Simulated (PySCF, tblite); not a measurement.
Rigid-rotor lines calculated for a species of formula C2H7NSi (commonest isotopes; CAM-B3LYP/def2-SVPD in PySCF (dipole) on a GFN2-xTB geometry, gas phase), labelled J(Ka,Kc):

| transition | MHz |
| --- | --- |
| 1(1,1) ← 0(0,0) | 18266.8 |
| 2(0,2) ← 1(0,1) | 12132.5 |
| 2(1,2) ← 1(1,1) | 11715.4 |
| 2(1,1) ← 1(1,0) | 12571.7 |
| 1(0,1) ← 0(0,0) | 6071.8 |

**Question.** Find the rotational constants.

**Answer.** 1(0,1) ← 0(0,0) is B + C, 2(1,1) ← 1(1,0) is 3B + C and 2(1,2) ← 1(1,1) is B + 3C, so B − C is half the difference of the last two, 428.2 MHz. 1(1,1) ← 0(0,0) is A + C. A = 15445.0, B = 3250.0, C = 2821.8 MHz.

**Question.** What moments of inertia, asymmetry and inertial defect follow?

**Answer.** I = 505379 MHz·u·Å² over each constant: Ia = 32.72, Ib = 155.50, Ic = 179.10 u·Å²; κ = (2B − A − C)/(A − C) = -0.932 (near-prolate asymmetric top); Δ = Ic − Ia − Ib = -9.13 u·Å².

**Question.** Which dipole components do these lines need?

**Answer.** μa and μb (a-type: ΔKa even, ΔKc odd; b-type: both odd). The calculation gives |μa| = 1.79 D, |μb| = 1.12 D, |μc| = 0.00 D.

**Question.** Predict further lines from these constants: 2(1,1) ← 2(1,2); 4(4,1) ← 3(3,0); 4(2,3) ← 4(1,4); 4(0,4) ← 3(1,3); 4(2,3) ← 3(1,2); 4(3,2) ← 4(2,3); 3(2,2) ← 2(1,1); 3(2,2) ← 2(2,1); 4(2,2) ← 3(1,3); 2(1,1) ← 2(0,2); 3(3,0) ← 2(2,1); 2(1,2) ← 1(0,1); 3(1,3) ← 2(1,2); 4(1,3) ← 3(1,2).

**Answer.** 
```tsv
transition	MHz	type	branch
2(1,1) ← 2(1,2)	1284	a	Q
4(0,4) ← 3(1,3)	13004	b	R
2(1,1) ← 2(0,2)	13062	b	Q
3(1,3) ← 2(1,2)	17566	a	R
3(2,2) ← 2(2,1)	18215	a	R
2(1,2) ← 1(0,1)	23910	b	R
4(1,3) ← 3(1,2)	25121	a	R
4(2,3) ← 4(1,4)	39388	b	Q
3(2,2) ← 2(1,1)	54801	b	R
4(2,3) ← 3(1,2)	60228	b	R
4(3,2) ← 4(2,3)	62083	b	Q
4(2,2) ← 3(1,3)	62963	b	R
3(3,0) ← 2(2,1)	80268	b	R
4(4,1) ← 3(3,0)	111153	b	R
```

**Question.** Which structure gave them?

**Answer.** `C/C=N\[SiH3]`, point group Cs. Three constants can't fix a structure by themselves; this is the one that was computed:
```xyz
11
C2H7NSi angstrom
C     -1.521   -0.443    0.361
C     -0.847    0.570   -0.504
N      0.377    0.763   -0.656
Si     1.842    0.096   -0.064
H     -2.163   -1.075   -0.251
H     -0.791   -1.058    0.880
H     -2.153    0.065    1.088
H     -1.532    1.214   -1.064
H      1.791   -1.028    0.885
H      2.483    1.238    0.582
H      2.520   -0.339   -1.282
```

Its GFN2-xTB frequencies are all real (lowest 99 cm⁻¹). Constants of a rigid frame at the computed geometry: no zero-point averaging, no centrifugal distortion. A rigid rotor knows nothing of internal rotation, which can split or shift real lines. Quadrupole hyperfine structure (14N) is left out.
